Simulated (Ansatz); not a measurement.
`C=[N][GaH2]` + NH₃ → `[NH2][GaH2]` + `C=N` at 600 K and 1 bar (ligand exchange at a Ga–N bond).

Calculated with Ansatz (gas phase, PBE0-D4/def2-TZVP geometries, no zero-point term in ΔE). CCSD(T)/CBS adds triple-zeta CCSD(T) − MP2 to the extrapolated MP2 energy (def2 sets, frozen cores). This one scheme is used for every species. For Ga outer-core shells are correlated without core-valence functions, which leaves a few kJ/mol of doubt a bond. Scalar relativity is left out up to krypton.

```json
{"species": "`C=[N][GaH2]`", "CCSD(T)/CBS energy (Eh)": "-2019.05960", "H − E (kJ/mol)": "155.7", "S (J/(mol·K))": "362.1"}
{"species": "NH₃", "CCSD(T)/CBS energy (Eh)": "-56.50880", "H − E (kJ/mol)": "112.4", "S (J/(mol·K))": "219.5"}
{"species": "`[NH2][GaH2]`", "CCSD(T)/CBS energy (Eh)": "-1981.05479", "H − E (kJ/mol)": "138.9", "S (J/(mol·K))": "317.7"}
{"species": "`C=N`", "CCSD(T)/CBS energy (Eh)": "-94.52360", "H − E (kJ/mol)": "129.6", "S (J/(mol·K))": "259.4"}
```

H − E and S are ideal-gas, rigid-rotor, harmonic terms from PBE0-D4/def2-TZVP. 1 Eh = 2625.50 kJ/mol, R = 8.31446 J/(mol·K).

Task: By hand: ΔE, ΔH, ΔS and ΔG.

Result: ΔE = (-1981.05479) + (-94.52360) − (-2019.05960) − (-56.50880) = -0.00999 Eh = -26.2 kJ/mol. Δ(H − E) = 138.9 + 129.6 − 155.7 − 112.4 = 0.4, so ΔH = -25.8 kJ/mol. ΔS = 317.7 + 259.4 − 362.1 − 219.5 = -4.5 J/(mol·K). ΔG = -25.8 − 600 × (-4.5)/1000 = -23.1 kJ/mol.

Task: By hand: the equilibrium constant, and the temperature at which ΔG would vanish if ΔH and ΔS stayed fixed.

Result: log₁₀ K = −ΔG/(RT ln 10) = 2.0. ΔG = 0 at ΔH/ΔS = 5733 K, far beyond where these terms or the molecules hold.

The number of gas molecules stays the same, so ΔS is small and ΔH decides. A doubt of 5 kJ/mol in ΔE shifts log₁₀ K by 0.4 here. These are equilibria of isolated gas molecules and say nothing of rates. Largest T1 diagnostic: 0.017 (customary marks: 0.02 for closed shells, 0.045 for open ones).
